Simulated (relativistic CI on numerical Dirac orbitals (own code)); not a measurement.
**Ligand-field terms of d4**

Computed with a parametric ligand-field model of a d^n configuration (Racah B and C, spin-orbit zeta, crystal field), exact diagonalisation.

Field parameters in Wybourne normalisation: Oh B⁴₀ = 21Dq, B⁴₄ = √(5/14) B⁴₀. The field is a parameter set, without covalency.

B = 940 cm⁻¹, C = 3430 cm⁻¹ (C/B = 3.65), Oh, no spin-orbit coupling. Tanabe-Sugano data, E/B above the lowest term (Δ = |10Dq|; b, c mark the second and third term of a kind):

| Δ/B | 5E | 5T2 | 3T1 | 3E | 3T2 | 1T2 | 1E | 1A1 |
| --- | --- | --- | --- | --- | --- | --- | --- | --- |
| 1.0 | 0.00 | 1.00 | 18.47 | 18.77 | 19.36 | 27.75 | 27.68 | 28.70 |
| 3.0 | 0.00 | 3.00 | 17.46 | 19.02 | 20.29 | 26.81 | 26.91 | 29.06 |
| 5.0 | 0.00 | 5.00 | 16.01 | 19.18 | 20.72 | 25.49 | 25.91 | 28.86 |
| 7.0 | 0.00 | 7.00 | 14.38 | 19.29 | 20.95 | 24.00 | 24.72 | 28.38 |
| 9.0 | 0.00 | 9.00 | 12.65 | 19.37 | 21.10 | 22.43 | 23.38 | 27.73 |
| 11.0 | 0.00 | 11.00 | 10.87 | 19.43 | 21.20 | 20.79 | 21.92 | 26.97 |
| 13.0 | 0.00 | 13.00 | 9.06 | 19.48 | 21.28 | 19.11 | 20.37 | 26.10 |
| 15.0 | 0.00 | 15.00 | 7.21 | 19.51 | 21.35 | 17.39 | 18.75 | 25.14 |
| 17.0 | 0.00 | 17.00 | 5.34 | 19.54 | 21.40 | 15.64 | 17.07 | 24.11 |
| 19.0 | 0.00 | 19.00 | 3.46 | 19.57 | 21.44 | 13.87 | 15.34 | 23.00 |
| 21.0 | 0.00 | 21.00 | 1.56 | 19.59 | 21.48 | 12.07 | 13.58 | 21.83 |
| 23.0 | 0.35 | 23.35 | 0.00 | 19.95 | 21.85 | 10.61 | 12.13 | 20.94 |
| 25.0 | 2.27 | 27.27 | 0.00 | 21.89 | 23.80 | 10.70 | 12.23 | 21.57 |
| 27.0 | 4.19 | 31.19 | 0.00 | 23.83 | 25.75 | 10.78 | 12.31 | 22.14 |
| 29.0 | 6.13 | 35.13 | 0.00 | 25.77 | 27.70 | 10.86 | 12.38 | 22.68 |
| 31.0 | 8.07 | 39.07 | 0.00 | 27.72 | 29.66 | 10.93 | 12.45 | 23.17 |
| 33.0 | 10.01 | 43.01 | 0.00 | 29.68 | 31.62 | 11.01 | 12.50 | 23.63 |
| 35.0 | 11.96 | 46.96 | 0.00 | 31.63 | 33.59 | 11.07 | 12.55 | 24.06 |
| 37.0 | 13.91 | 50.91 | 0.00 | 33.59 | 35.55 | 11.14 | 12.60 | 24.45 |
| 39.0 | 15.87 | 54.87 | 0.00 | 35.56 | 37.52 | 11.20 | 12.64 | 24.82 |
| 41.0 | 17.83 | 58.83 | 0.00 | 37.52 | 39.49 | 11.25 | 12.68 | 25.16 |
| 43.0 | 19.79 | 62.79 | 0.00 | 39.49 | 41.46 | 11.31 | 12.71 | 25.48 |
| 45.0 | 21.76 | 66.76 | 0.00 | 41.46 | 43.44 | 11.36 | 12.74 | 25.77 |
| 47.0 | 23.73 | 70.73 | 0.00 | 43.43 | 45.41 | 11.41 | 12.77 | 26.05 |

The ground term changes from 5E to 3T1 between Δ/B = 21.0 and 23.0.
